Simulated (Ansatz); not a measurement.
Another site gives an ion 0.76 eV lower (`[H]/[O+]=C\O`) at the level frozen-core CCSD(T)/cc-pVTZ // PBE0-D4/def2-TZVP (Ansatz, a program for electronic structure).

Level of theory: frozen-core CCSD(T)/cc-pVTZ // PBE0-D4/def2-TZVP run with Ansatz. The geometry is that of the parent before the electron was removed.

Ansatz 0.2 input:
```yaml
crystal:
  periodic: [false, false, false]
  atoms:
    - { symbol: O, position_ang: [0.9824, 1.264962, -0.449071] }
    - { symbol: C, position_ang: [0.802241, 0.235805, 0.005347] }
    - { symbol: O, position_ang: [-0.710308, -0.320832, -0.090505] }
    - { symbol: H, position_ang: [1.35966, -0.569166, 0.486612] }
    - { symbol: H, position_ang: [-1.374707, 0.342243, -0.357533] }
    - { symbol: H, position_ang: [-1.057325, -0.959077, 0.558938] }
basis:
  gaussian: { orbitals: cc-pVTZ }
correlation:
  method: ccsd_t
total_charge: 2
magnetization:
  spin_polarized: true
  initial_magnetization: 1
```

Output:

```
Functional definition: HF
786 factors; integrals over basis functions are off by at most 9.2e-4 eV
mean field evaluation 1: about -5117.0541 eV, gradient 5.1e1 eV
mean field evaluation 2: about -5117.0552 eV, gradient 5.1e1 eV
mean field evaluation 4: about -5126.6197 eV, gradient 5.9e0 eV
mean field evaluation 8: about -5127.3601 eV, gradient 6.1e-1 eV
mean field evaluation 16: about -5117.0632 eV, gradient 5.1e1 eV
mean field evaluation 32: about -5126.4287 eV, gradient 3.1e0 eV
mean field evaluation 64: about -5126.2630 eV, gradient 2.6e0 eV
mean field -5127.37504752 eV, -188.4275575368 hartree, gradient 3.2e-6 eV, S^2 0.811007; 2 other end points of the search recorded, 0 dependent functions left out
3 core orbitals not correlated
reference -5127.37504752 eV, -188.4275575368 hartree; 9, 8 occupied and 120, 121 virtual orbitals, 786 factors
second order -15.14746748 eV of doubles, -0.00000000 eV of singles
cycle   1  -15.29155996 eV  change   -1.4e-1 eV  update   9.9e-2
cycle   2  -15.74332725 eV  change   -4.5e-1 eV  update   3.5e-2
cycle   3  -15.90339270 eV  change   -1.6e-1 eV  update   2.8e-2
cycle   4  -15.90832622 eV  change   -4.9e-3 eV  update   1.3e-2
cycle   5  -15.91350704 eV  change   -5.2e-3 eV  update   8.4e-3
cycle   6  -15.92520399 eV  change   -1.2e-2 eV  update   4.5e-3
cycle   7  -15.92641364 eV  change   -1.2e-3 eV  update   3.0e-3
cycle   8  -15.92754656 eV  change   -1.1e-3 eV  update   1.9e-3
cycle   9  -15.92848842 eV  change   -9.4e-4 eV  update   1.4e-3
cycle  10  -15.92728645 eV  change    1.2e-3 eV  update   8.8e-4
cycle  11  -15.92827187 eV  change   -9.9e-4 eV  update   6.0e-4
cycle  12  -15.92842592 eV  change   -1.5e-4 eV  update   2.8e-4
cycle  13  -15.92852160 eV  change   -9.6e-5 eV  update   1.6e-4
cycle  14  -15.92858310 eV  change   -6.2e-5 eV  update   9.7e-5
cycle  15  -15.92846212 eV  change    1.2e-4 eV  update   5.7e-5
cycle  16  -15.92846536 eV  change   -3.2e-6 eV  update   2.4e-5
cycle  17  -15.92845547 eV  change    9.9e-6 eV  update   1.5e-5
perturbative correction -0.63904575 eV, -0.0234844980 hartree
Total energy: -5143.94254873 eV, -189.0364019765 hartree
```

Cost: about 60 core-seconds (a rough figure).
